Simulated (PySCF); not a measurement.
From one molecule to another.

First species: C5H6F4.
SMILES with atom numbers: `[CH3:1][CH2:2]/[CH:3]=[C:4](\[F:5])[C:6]([F:7])([F:8])[F:9]` (hydrogens: H10, H11, H12 on C1; H13, H14 on C2; H15 on C3)

Geometry (GFN2-xTB, Å), atoms numbered from 1 in this order:
```xyz
15
C5H6F4 angstrom
C     -2.3169    0.1869    0.1935
C     -1.2077   -0.7265   -0.3300
C      0.1060   -0.3455    0.2623
C      1.1615    0.0481   -0.4336
F      1.1638    0.1185   -1.7801
C      2.4872    0.4667    0.1542
F      2.7917    1.7413   -0.1279
F      3.5062   -0.2801   -0.2907
F      2.4818    0.3589    1.4907
H     -3.2744   -0.1174   -0.2201
H     -2.3760    0.1371    1.2781
H     -2.1266    1.2172   -0.0959
H     -1.1579   -0.6712   -1.4176
H     -1.4308   -1.7573   -0.0438
H      0.1877   -0.3689    1.3390
```

Second species: C3H6Cl2Si2.
InChI=1S/C3H6Cl2Si2/c4-3(5)7-2-1-6/h3H,7H2,6H3

Levels: PBE0/pcSseg-1 for dipole moment, HOMO energy, LUMO energy and HOMO–LUMO gap; GFN2-xTB for rotational constant A and rotational constant C. Geometries: GFN2-xTB. Each species is one conformer at its optimised geometry, gas phase, non-relativistic unless stated. Electronic properties by PySCF.

Dipoles, sizes and rotational constants follow the conformer. The torsions of the flexible species, by atom-mapped SMILES:
- `[CH3:1][CH2:2]/[CH:3]=[C:4](\[F:5])[C:6]([F:7])([F:8])[F:9]`: C1–C2–C3–C4 -120°, C3–C4–C6–F7 -118°
- `[SiH3:1][C:2]#[C:3][SiH2:4][CH:5]([Cl:6])[Cl:7]`: C3–Si4–C5–Cl6 -63°

**Question.** Which has the higher dipole moment?

**Answer.** The first: 2.96 D against 2.43 D, a difference of 0.53 D.

**Question.** Which of the two has the higher rotational constant A, and by how much?

**Answer.** The first: 2.962 GHz against 2.610 GHz, a difference of 0.352 GHz.

**Question.** Which has the higher HOMO–LUMO gap?

**Answer.** The first: 7.60 eV against 7.00 eV, a difference of 0.60 eV.

**Question.** Which has the higher LUMO energy?

**Answer.** The first: -0.47 eV against -1.10 eV, a difference of 0.63 eV.

**Question.** Which has the higher rotational constant C?

**Answer.** The first: 0.820 GHz against 0.398 GHz, a difference of 0.422 GHz.

On the first: The dipole equals about 9.9 × 10⁻³⁰ C·m (1 D = 3.33564 × 10⁻³⁰ C·m).

On the second: The dipole equals about 8.1 × 10⁻³⁰ C·m (1 D = 3.33564 × 10⁻³⁰ C·m).
